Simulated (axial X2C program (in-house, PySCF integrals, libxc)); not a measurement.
## NiH along the bond: PBE0, 2c

Computed with an in-house relativistic program for diatomic molecules. Two-component (2c) means X2C with spin–orbit coupling and atomic mean-field two-electron Coulomb and Gaunt terms. Basis: Ni dyall-v3z [9s9p6d3f2g], H dyall-v3z [6s2p1d] (cores contracted in-house); Gaussian nuclei, density fitting, unrestricted open shells. Masses: Ni 57.935 u, H 1.008 u.

State: Ω = 5/2 (⟨Sz⟩ = 0.50, ⟨Lz⟩ = 2.00 at PBE0). Dipoles are positive if H is the positive end.

Results along the bond:

| R (Å) | μ (D) | HOMO (eV) | LUMO (eV) |
| --- | --- | --- | --- |
| 1.266 | -2.181 | -5.95 | -1.69 |
| 1.324 | -2.259 | -5.92 | -1.77 |
| 1.368 | -2.316 | -5.90 | -1.82 |
| 1.411 | -2.374 | -5.88 | -1.88 |
| 1.455 | -2.431 | -5.86 | -1.93 |
| 1.506 | -2.498 | -5.85 | -1.99 |
| 1.557 | -2.565 | -5.84 | -2.06 |
| 1.622 | -2.652 | -5.83 | -2.14 |
| 1.702 | -2.760 | -5.83 | -2.24 |
| 1.819 | -2.918 | -5.86 | -2.38 |

Occupations by symmetry block were frozen at the best pattern of an incomplete PBE0 search. Density functionals use the spin component along the axis (collinear). PBE0 can misorder states that lie within some tenths of an eV, so this need not be the ground state of the molecule. The nearest other 2c determinant of the search, Ω = 3/2, lies 0.14 eV up at the distance of the search. Without a current term, density functionals place determinants with orbital angular momentum somewhat too high.
